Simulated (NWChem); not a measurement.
C₃H₅ClSi; SMILES [SiH3]C=C=CCl

Computed with NWChem. Structure relaxed at the PBE0/def2-SVP level. Level: PBE0/def2-SVP with SMD (1 M gas to 1 M solution), gas-phase geometry. Reactions with the solvent are ignored.

### Question
What does the run give for solvent toluene? Quantities: solvation free energy (kcal/mol); cavity-dispersion-structure term (kcal/mol); dipole in solution (D).

### Answer
| Property | Value |
|---|---|
| solvation free energy (kcal/mol) | -2.9 |
| cavity-dispersion-structure term (kcal/mol) | -1.5 |
| dipole in solution (D) | 1.68 |
